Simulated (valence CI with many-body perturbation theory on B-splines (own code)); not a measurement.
Ladder of approximations for O3+

Calculated by valence CI with perturbative core correlation (CI+MBPT): three valence electrons over a frozen Dirac-Fock core [He], radial functions for each j: 11 s, 11 p, 9 d, 7 f, 5 g, 2 h, 1 i, with the one-electron correlation potential Σ1 (screened to all orders), the two-electron term Σ2, the three-electron term Σ3, Breit, model QED; selected single and double excitations, second order for the rest, scaled by the run's own slope (own B-spline code, finite nucleus).

Against 43 measured levels this calculation errs by 73 cm⁻¹ on average and by 162 at most. These come from a selection out of Moore, Selected Tables of Atomic Spectra, NSRDS-NBS 3, section 10. Levels without a partner in it may be off by more.

Each rung adds one term. CI alone is the Dirac-Coulomb CI over the frozen core; QED comes last and gives the full result, which names the levels. Energies are above 2s²2p ²P°_1/2 on the same rung, in cm⁻¹.

```
        Level  CI alone    + Σ1    + Σ2    + Σ3  + Breit    Full
2s²2p ²P°_3/2       433     440     440     440      384     386
 2s2p² ⁴P_1/2     72020   71374   71364   71403    71408   71375
 2s2p² ⁴P_3/2     72166   71522   71512   71550    71539   71506
 2s2p² ⁴P_5/2     72407   71766   71756   71794    71722   71690
 2s2p² ²D_5/2    127993  127434  127169  127090   127035  127002
 2s2p² ²D_3/2    127990  127432  127167  127088   127048  127015
 2s2p² ²S_1/2    165350  164853  164740  164569   164554  164521
 2s2p² ²P_1/2    182703  182127  180817  180682   180680  180643
 2s2p² ²P_3/2    182991  182420  181111  180975   180920  180884
  2p³ ⁴S°_3/2    234281  233015  231760  231671   231634  231565
  2p³ ²D°_5/2    257486  256323  255452  255366   255299  255231
  2p³ ²D°_3/2    257479  256317  255445  255359   255329  255261
  2p³ ²P°_1/2    291380  290306  289374  289258   289236  289169
  2p³ ²P°_3/2    291400  290327  289395  289278   289244  289178
 2s²3s ²S_1/2    356756  358018  357717  357627   357547  357563
2s²3p ²P°_1/2    389398  390527  390253  390164   390092  390100
2s²3p ²P°_3/2    389496  390627  390354  390264   390178  390187
 2s²3d ²D_3/2    418615  419975  419661  419572   419478  419487
 2s²3d ²D_5/2    418633  419994  419680  419590   419494  419504
```

(1) How does the ionisation energy move along the ladder, and which term matters most?

Results:

(1) CI alone 77.290, + Σ1 77.464, + Σ2 77.426, + Σ3 77.415, + Breit 77.403, + QED 77.404 eV. The largest step is Σ1, 0.174 eV. NIST lists 77.4135 eV (measured).
